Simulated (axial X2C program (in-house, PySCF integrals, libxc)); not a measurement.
## ZrIn: bond constants with and without spin–orbit coupling

Calculated with an in-house all-electron X2C program for linear molecules (integrals from PySCF). Spin-free means the one-electron spin-free X2C Hamiltonian; two-component (2c) means X2C with spin–orbit coupling and atomic mean-field two-electron Coulomb and Gaunt terms, so the difference of the two also holds small scalar two-electron terms. Basis: In dyall-cv3z [11s12p9d4f1g], Zr dyall-cv3z [11s12p9d6f3g] (cores contracted in-house); Gaussian nuclei, density fitting, unrestricted open shells. Masses: In 114.904 u, Zr 89.905 u.

The run was started with this input:
```json
{"zs": [49, 40], "q": 0, "bas": ["dyall-cv3z", "dyall-cv3z"], "levels": ["PBE0", "HF", "B3LYP"], "cc": true, "r0": 2.96, "thr": -1.0, "nmax": 90, "npts": 10, "nst": 2, "ntry": 6}
```
```bash
python so2c.py task.json out
```

Keys: zs atomic numbers; q charge; bas basis sets; levels methods; cc coupled cluster on or off; r0 starting distance in Å; thr threshold in hartree for freezing inner shells (an s shell follows its p shell); nmax most natural virtual spinors; npts points on the curve; nst determinants followed; ntry starts of the search. HF also brings MP2.

State, spin-free: M_S = 5/2, Λ = 2 (beyond evenly filled blocks: 2 × σα, π+α, π-α, δ+α); electrons by block: σα: 20, σβ: 18, π+α: 10, π+β: 9, π-α: 10, π-β: 9, δ+α: 4, δ+β: 3, δ-α: 3, δ-β: 3. Fragments: In + Zr.

State, 2c: Ω = 1/2 (⟨Sz⟩ = 2.49, ⟨Lz⟩ = -1.99 at PBE0); electrons by block: 1/2: 29, -1/2: 28, 3/2: 13, -3/2: 13, 5/2: 3, -5/2: 3. Fragments: In + Zr.

```json
{"Hamiltonian": "spin-free", "level": "PBE0", "Re (Å)": "2.787", "ωe (cm⁻¹)": "182.3", "ωexe (cm⁻¹)": "0.501", "Be (cm⁻¹)": "0.04302", "μ (D)": "2.55"}
{"Hamiltonian": "spin-free", "level": "B3LYP", "Re (Å)": "2.820", "ωe (cm⁻¹)": "172.8", "ωexe (cm⁻¹)": "0.505", "Be (cm⁻¹)": "0.04203", "μ (D)": "2.30"}
{"Hamiltonian": "2c", "level": "PBE0", "Re (Å)": "2.787", "ωe (cm⁻¹)": "182.1", "ωexe (cm⁻¹)": "0.499", "Be (cm⁻¹)": "0.04304", "μ (D)": "2.56"}
```

Dipoles are positive if Zr is the positive end.

One determinant describes the state; a PBE0 search over occupations chose it and may have missed a lower one. De is not given where an atomic determinant may have missed its ground term or J level, or where the truncated virtual space spoils (T). Density functionals use the spin component along the axis (collinear). PBE0 can misorder states that lie within some tenths of an eV, so this need not be the ground state of the molecule. The nearest other spin-free determinant of the search, M_S = 3/2, Λ = 2, lies 0.20 eV up at the distance of the search. The functionals have no current-density term, which raises determinants with orbital currents, atoms included. The spin of this state cannot come from the lowest atoms; the curve heads to a higher limit, and no De is given. With several unpaired electrons one determinant need not be a pure state.

No reliable constants came from B3LYP (2c), HF (2c), HF (spin-free), MP2 (2c), MP2 (spin-free): no minimum in range, unconverged points, a curve that is not smooth, a change of character along it, or the two Hamiltonians disagreeing along it.

Rough cost a point (2c) on 1 thread(s) of a shared host, integrals apart: PBE0 2 s.

The whole task took 5.2 min on 1 thread of Arm Neoverse V1, on a shared host.
